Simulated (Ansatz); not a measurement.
Basis-set extrapolation for CH₆BClSi₂, SMILES `ClC1[SiH2]B[SiH2]1` (PBE0-D4/def2-TZVP geometry, frozen core, Ansatz 0.2.0). Multiplicity 1, RHF reference.

```tsv
	def2-TZVPP	def2-QZVPP
HF	-1103.386794	-1103.420032
MP2 correlation	-0.716161	-0.770851
CCSD(T) correlation	-0.814827	not run
```

Energies in hartree. Use E(X) = E(∞) + A·exp(−7.88·√X) for Hartree–Fock and E(X) = E(∞) + B·X^(−2.97) for correlation, with X = 3 and 4, and add CCSD(T) minus MP2 of the smaller set to the MP2 limit.

**Question.** What is the CCSD(T) energy at the basis-set limit?

**Answer.** HF limit: -1103.420032 + (-0.033238) × 0.13774 = -1103.42461. MP2 limit: -0.770851 + (-0.054690) × 0.74074 = -0.81136. Higher-order term: -0.814827 − (-0.716161) = -0.09867. Total: -1104.33464 hartree, 349.2 kJ/mol below CCSD(T)/def2-TZVPP.
